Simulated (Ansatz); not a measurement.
Computed with Ansatz on PBE0-D4/def2-TZVP structures; ΔE is electronic, products minus reactants. CCSD(T)/CBS adds triple-zeta CCSD(T) − MP2 to the extrapolated MP2 energy (def2 sets, frozen cores). This one scheme is used for every species. Functionals use def2-TZVPP. Each species was taken in one conformer, which may not be the lowest.

Consider the hydrogenolysis of a C–Si bond: `C=CC[Si](F)(F)F` + H₂ → propene + `F[SiH](F)F`.

```json
{"level": "revPBE-D4", "ΔE (kJ/mol)": "-1.4"}
{"level": "r2SCANh-D4", "ΔE (kJ/mol)": "-8.1"}
{"level": "BHLYP-D4", "ΔE (kJ/mol)": "-16.0"}
{"level": "SCS-MP2/def2-QZVPP", "ΔE (kJ/mol)": "-17.3"}
```

(1) What does CCSD(T)/CBS give? (Estimate.)

Largest T1 diagnostic among the species: 0.012.

Answers

(1) The calculation gave: -12.7 kJ/mol. The listed levels differ from it by 11.3, 4.6, -3.3, -4.6 kJ/mol.

From r2SCAN to r2SCAN0 (25 % exact exchange), in def2-TZVPP and without D4, ΔE moves by −3.3 kJ/mol. In def2-TZVPP, CCSD(T) changes the Hartree–Fock value by +24.9 kJ/mol (the triples alone add +4.6 kJ/mol) and MP2 by +28.4 kJ/mol. The D4 term adds +14.0 kJ/mol with B3LYP and +7.9 kJ/mol with PBE0; it sums over pairs of atoms, weighted by their polarisabilities, and B3LYP, whose exchange is more repulsive, gets the larger term.

CCSD(T)/CBS has its own doubt, a few kJ/mol and more with outer-core shells, so smaller differences from it don't rank the levels.

B3LYP here is the variant with VWN-RPA as its local correlation; programs differ in this.
